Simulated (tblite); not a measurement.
Species: C2H11O2Si3 (doublet state).
Structure used (GFN2-xTB), in Å, numbered top down from 1:
```
atom  x, y, z in Å
C1    -2.5577   -1.0416   -0.3764
C2    -1.6024   -0.5034    0.6801
O3    -0.2827   -0.4803    0.2369
Si4    0.4018    0.5111   -0.8539
Si5    0.2774    2.6750   -0.1910
O6     1.9873    0.1618   -0.7992
Si7    3.1835   -0.8634   -0.4501
H8    -3.5628   -1.1107    0.0307
H9    -2.2349   -2.0288   -0.6971
H10   -2.5671   -0.3810   -1.2398
H11   -1.9109    0.5089    0.9761
H12   -1.6272   -1.1456    1.5674
H13   -0.0110    0.0709   -2.2009
H14    1.0068    3.7227   -0.9152
H15   -1.0541    3.2616    0.0512
H16    3.1146   -2.0015   -1.3663
H17    4.3748   -0.0459   -0.6665
H18    3.0557   -1.3036    0.9375
```

Computed values, GFN2-xTB/tblite, gas phase, harmonic and unscaled. This tight-binding method is rough: wavenumbers can miss measured ones by several per cent, in bad cases by 10 to 20. Modes of hydrogen on silicon can be 10 to 20 % off. One conformer, not necessarily the lowest. Open shells enter through the occupations alone, without spin polarisation, and single modes of such species can be off by tens of per cent. The optimisation stopped once no atom felt more than 0.01 eV/Å.

Lowest wavenumbers of the output (negative numbers stand for imaginary wavenumbers):
```
mode    cm-1
  1     -24.1
  2      16.3
  3      48.3
  4      55.9
  5      83.8
  6      99.7
  7     133.4
  8     166.2
  9     208.1
 10     248.4
```

Is this structure a minimum?

Not by this Hessian. 1 mode is imaginary beyond 20i (24i cm⁻¹), so at this level the point lies at or near a first-order saddle. The curvature is small, so loose convergence or finite differences may be the whole cause.

Which atoms move in the imaginary mode?

24i: H18 (hydrogen on silicon) 33 %, H16 (hydrogen on silicon) 29 %, H17 (hydrogen on silicon) 24 %. These are shares of the mass-weighted motion.

What is the remedy?

Step along that mode in both directions, optimise again with tighter thresholds and repeat the frequencies. The zero-point energy of this point (76.1 kcal/mol) counts the 47 real modes alone, and thermal corrections from it aren't those of a minimum.
